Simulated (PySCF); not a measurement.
SCF from a fresh guess for triplet HOsN, at the PBE0 minimum. PySCF input:

```python
from pyscf import gto, scf, dft
mol = gto.M(atom='''
Os     0.082664     0.000000    -0.068425
N     -1.237892     0.000000     0.881238
H      1.446583     0.000000     0.835340''',
    basis={'Os': 'def2-TZVP', 'N': 'def2-TZVP', 'H': 'def2-TZVP'},
    ecp={'Os': 'def2-TZVP'},
    charge=0, spin=2)
mf = dft.UKS(mol, xc='PBE0')
mf.grids.atom_grid = (50, 194)
aux = {'Os': 'def2-universal-JKFIT', 'N': 'def2-universal-JKFIT', 'H': 'def2-universal-JKFIT'}
mf = mf.density_fit(auxbasis=aux)
mf.conv_tol = 1e-08
mf.diis_space = 10
mf.max_cycle = 60
mf.init_guess = 'minao'
mf.verbose = 4
mf.kernel()
```

Excerpt of the output (cycles alone):

```
init E= -128.861462428923
cycle= 1 E= -145.812004695437  delta_E=  -17  |g|= 0.349  |ddm|= 5.53
cycle= 2 E= -145.781997096935  delta_E= 0.03  |g|= 0.492  |ddm|= 0.809
cycle= 3 E= -145.875510248433  delta_E= -0.0935  |g|= 0.157  |ddm|= 0.446
cycle= 4 E= -145.873249785436  delta_E= 0.00226  |g|= 0.18  |ddm|= 0.159
cycle= 5 E= -145.886522956944  delta_E= -0.0133  |g|= 0.0178  |ddm|= 0.118
cycle= 6 E= -145.886823724487  delta_E= -0.000301  |g|= 0.00844  |ddm|= 0.029
cycle= 7 E= -145.887005171629  delta_E= -0.000181  |g|= 0.00337  |ddm|= 0.0281
cycle= 8 E= -145.887058315858  delta_E= -5.31e-05  |g|= 0.00183  |ddm|= 0.0143
cycle= 9 E= -145.887075171078  delta_E= -1.69e-05  |g|= 0.000889  |ddm|= 0.0081
cycle= 10 E= -145.887079413389  delta_E= -4.24e-06  |g|= 0.0003  |ddm|= 0.00457
cycle= 11 E= -145.887079808607  delta_E= -3.95e-07  |g|= 0.000103  |ddm|= 0.00143
cycle= 12 E= -145.887079842045  delta_E= -3.34e-08  |g|= 3.28e-05  |ddm|= 0.000419
cycle= 13 E= -145.8870798448  delta_E= -2.75e-09  |g|= 1.74e-05  |ddm|= 0.000123
Extra cycle  E= -145.887079845159  delta_E= -3.59e-10  |g|= 2.52e-05  |ddm|= 5.03e-05
converged SCF energy = -145.887079845159  <S^2> = 2.0233454  2S+1 = 3.0155234
```

No lower solution of this spin was found from smeared starts or by a stability analysis within the unrestricted form.

Open d and f shells are described by one determinant, and the ground state may have another occupation or spin. With an element this heavy the missing spin–orbit coupling can shift these numbers.

The search for the lowest solution, 3 starts and the stability check together, took 16 s on 2 threads of a shared Arm Neoverse N1 host, with 77 basis functions; the process peaked at 0.34 GiB. Launch command: `OMP_NUM_THREADS=2 python axn.py task.json out`.
